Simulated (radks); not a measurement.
The gadolinium ion Gd18+, 46 electrons, occupied as [Kr] 4d10 (the NIST ground configuration).

All-electron calculation, scalar-relativistic Kohn-Sham, PBE, spin-unpolarised, spherical densities, point nucleus. Program: a radial shooting solver on a logarithmic mesh with Libxc functionals.

Energy parts (hartree):
| part | energy |
|---|---|
| total | -11161.8588 |
| kinetic | 11995.1356 |
| electron-nucleus | -26473.2606 |
| Hartree | 3548.9530 |
| exchange-correlation | -232.6868 |

Orbitals (lengths in bohr, moments of r in powers of bohr; r(max) is where P^2 peaks):
orbital  occ.  eigenvalue (hartree)  <1/r>   r(max)
1s          2             -1857.257  71.67  0.01392
2s          2             -320.0062  16.62  0.07900
2p          6             -286.4941  15.52  0.06395
3s          2             -83.50827  6.107   0.2242
3p          6             -73.12658  5.742   0.2200
3d         10             -59.43850  5.445   0.1801
4s          2             -28.70723  2.669   0.5077
4p          6             -25.14554  2.484   0.5266
4d         10             -20.22125  2.262   0.5374

The highest occupied level is 4d at -550.25 eV. Summed over all electrons, <r^2> = 7.850 bohr^2, which gives a Langevin (diamagnetic) susceptibility term of -6.22 x 10^-6 cm^3/mol.
